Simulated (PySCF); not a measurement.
Excitations are Tamm–Dancoff values on a coarser integration grid. The basis has no diffuse functions, so Rydberg states are missing or too high.

Z-matrix (Å, degrees):
```
C
H 1 1.0961
H 1 1.0962 2 105.33
C 1 1.5246 2 110.83 3 119.88
H 4 1.0920 1 111.28 2 -178.55
H 4 1.0920 5 107.34 1 121.96
H 4 1.0924 5 107.78 6 115.89
Si 1 1.8669 2 107.87 3 -114.98
C 8 1.6994 1 124.54 2 -124.59
H 9 1.0838 8 121.73 1 -179.98
H 9 1.0839 10 115.47 8 179.99
H 8 1.4830 9 120.85 10 -0.04
```
Charge 0, multiplicity 1.

Problem. What is the computed S1–T1 gap (TDA), S1 oscillator strength and T1 excitation (TDA) (PySCF with PBE0-D3(BJ)/def2-TZVP)?

Solution. 
| Quantity | Result |
|---|---|
| S1–T1 gap (TDA) | 2.87 eV |
| S1 oscillator strength | 0.323 |
| T1 excitation (TDA) | 2.83 eV |
